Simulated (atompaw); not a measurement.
## What one change does to a pseudopotential (phosphorus, PAW (atompaw))

```
Element                 : phosphorus
Generator               : atompaw 4.2.0.5
Type                    : PAW
Functional              : PBEsol
Relativity              : scalar-relativistic
Frozen core             : [Ne]
Valence charge          : 5
Reference configuration : 3s2 3p1 (charge +2)
Partial waves           : 3s (bound); 3s channel at -1.35 Ry; 3p (bound); 3p channel at 2.5 Ry
Local potential         : bessel scheme, radius 1.45 bohr
Core correction         : smooth core density matched at 1.50 bohr
Augmentation charge     : besselshape compensation charge, radius 1.65 bohr; PAW radius 1.95 bohr; waves and projectors: bloechl
```

Change: waves 3s (bound): rc 1.75 bohr; 3s channel at -1.35 Ry: rc 1.95 bohr; 3p (bound): rc 1.95 bohr; 3p channel at 2.5 Ry: rc 1.95 bohr; augmentation besselshape compensation charge, radius 1.65 bohr; PAW radius 1.95 bohr; waves and projectors: custom rrkj gramschmidtortho.

Cutoffs: the cutoffs (Ry, on a coarse ladder) from which the occupation-weighted sum of valence levels, in a spherical-Bessel basis at the reference potential, stays within 10 and 1 mRy of its value at 400 Ry; they do not see the model core or the augmentation charge, which bear on the density cutoff.

**Question.** What does the change do?

**Answer.** The potential gets harder (10 Ry and 18 Ry → 12 Ry and 18 Ry); the range in which the s phases agree narrows (upper end 3.0 → 0.3); neither file shows a bound ghost.

```tsv
quantity	base	changed
cutoff, loose	10 Ry	12 Ry
cutoff, tight	18 Ry	18 Ry
loose cutoff by channel (10 mRy a level)	s 6 Ry, p 10 Ry	s 6 Ry, p 12 Ry
bound ghosts	none	none
s: phases at 1.96 bohr within 0.05 rad from the reference energy up to (Ry; the scan ends near 5)	3.0	0.3
p: phases at 1.96 bohr within 0.05 rad from the reference energy up to (Ry; the scan ends near 5)	to the end of the scan	to the end of the scan
lowest overlap eigenvalue by channel	s 0.01, p 0.79	s 0.10, p 0.65
```

 The cutoffs see the waves, projectors and local potential, not the compensation charge or the core.
